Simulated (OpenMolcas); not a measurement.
An atom or ion with 66 electrons was computed by SS-RASPT2, IPEA 0.25 Eh, imaginary shift 0.1 Eh with spin-orbit coupling (OpenMolcas, ANO-RCC-VTZP, DKH2). The lowest levels that the run gave, each within 12 % of the measured value where one is at hand:

| J | Parity | E (cm⁻¹) | g |
| --- | --- | --- | --- |
| 6 | even | 0.0 | 1.167 |
| 4 | even | 6180 | 1.137 |
| 5 | even | 9360 | 1.033 |
| 4 | even | 14470 | 0.954 |
| 3 | even | 16690 | 1.084 |
| 2 | even | 17920 | 0.722 |
| 4 | even | 24620 | 0.959 |

Task: Which ion is it, and what are the configurations and terms?

Result: Yb4+ (Z = 70, charge +4; active space 12 electrons in 14 orbitals (RAS2 4f; RAS3 5f, at most 2 electrons)). J, parity and g give the terms where levels are pure, and mixed ones are named by the computed weights; the size of the splittings, set against known spectra of the 66-electron sequence, gives the charge. In order, with the measured energies in cm⁻¹ (the list in Tchang-Brillet, Wyart, Meftah and Ait Mammar, Atoms 6, 52 (2018)): 4f¹² ³H₆, 4f¹² ³F₄ [61 %] (6112), 4f¹² ³H₅ (9580), 4f¹² ³H₄ [59 %] (14405), 4f¹² ³F₃ (16372), 4f¹² ³F₂ (16877), 4f¹² ¹G₄ [57 %] (24193).

Term energies are means over components that CASPT2 splits; among the terms shown or strongly mixed into the levels shown the widest spread is 290 cm-1 (4f¹² ¹G). Terms from blocks run as CI alone lack orbitals of their own. Active for correlation alone: 5f; no level in the range computed is led by a configuration that fills it, so any true level of that kind is missing. Computed and measured levels are paired by configuration, term and J; levels that our copy of the source lacks, or whose pairing is in doubt (as where it misses far off the trend of its configuration), stay unpaired and out of the deviations. Only configurations of the active space appear.

A share in square brackets marks a mixed level and gives the weight of the term that names it.
